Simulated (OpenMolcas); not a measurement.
Ni4+ (d6) among equal point charges was computed by CASSCF with the d shell active (OpenMolcas, ANO-RCC-VDZP on the metal). Its lowest spin-free states, and all those of the highest spin:

```json
{"2S+1": "5", "Degeneracy": "2", "E (cm-1)": "0.0"}
{"2S+1": "5", "Degeneracy": "3", "E (cm-1)": "1157"}
{"2S+1": "3", "Degeneracy": "3", "E (cm-1)": "28993"}
{"2S+1": "3", "Degeneracy": "2", "E (cm-1)": "29248"}
{"2S+1": "3", "Degeneracy": "3", "E (cm-1)": "29918"}
{"2S+1": "3", "Degeneracy": "3", "E (cm-1)": "30156"}
{"2S+1": "3", "Degeneracy": "3", "E (cm-1)": "32815"}
{"2S+1": "3", "Degeneracy": "1", "E (cm-1)": "33642"}
{"2S+1": "3", "Degeneracy": "3", "E (cm-1)": "33978"}
{"2S+1": "3", "Degeneracy": "3", "E (cm-1)": "34592"}
{"2S+1": "3", "Degeneracy": "1", "E (cm-1)": "36701"}
{"2S+1": "3", "Degeneracy": "3", "E (cm-1)": "37097"}
```

**Question.** Is the site octahedral, tetrahedral or cube-like, axial, or of lower symmetry?

**Answer.** The states with 2S+1 = 5 have orbital degeneracies 2, 3. Threefold states need a cubic site. For d6 at this spin an octahedron puts the threefold T2 below the twofold E and a tetrahedron or cube puts the twofold E below the threefold T2, so the site is a tetrahedron or a cube, which this pattern cannot tell apart. The first gap at this spin, 1160 cm-1, is |10Dq| in ligand-field theory. The run had Ni4+ among 4 point charges of -1 e arranged as a tetrahedron (Td), 1.66 Å from the ion.

An orbital doublet at a regular site is open to a Jahn-Teller distortion, which this geometry leaves out. Without dynamic correlation the repulsion within the d shell is too large (B by tens of per cent), so at a given field states of lower spin stand too high. The ground term spreads over less than 5000 cm-1, several times less than with real ligands, so orbital moments are less quenched and χT lies further from the spin-only value than at real sites. Point charges carry no covalency, so the field is a model and not that of real ligands. No measured value stands beside these numbers.
